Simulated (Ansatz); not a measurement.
C7H7IrO4, SMILES CC1=CC(C)=[O]->[Ir](<-[C-]#[O+])(<-[C-]#[O+])[O]1, multiplicity 1.

The structure is a stationary point at B3LYP-D3(BJ)/def2-SVP. The spin state was assumed, not searched. The isomer is the one that the SMILES or the coordinates give; other isomers of the formula were not compared. The def2 effective core potentials stand for the cores of Ir; spin–orbit coupling is left out. Other conformers were not sampled.

Two levels are set side by side: PBE/def2-SVPD (Ansatz, a first-principles code) and PBE0/def2-SVPD (Ansatz). Energy differences of separate SCF runs at the same geometry; the states with an electron removed or added have multiplicity 2 and 2. Differences are taken from unrounded values.

| quantity | PBE0 | PBE | PBE minus PBE0 |
|---|---|---|---|
| vertical ionisation energy (eV) | 8.44 | 8.28 | -0.15 |
| vertical singlet–triplet gap (eV) | 3.20 | 3.13 | -0.08 |
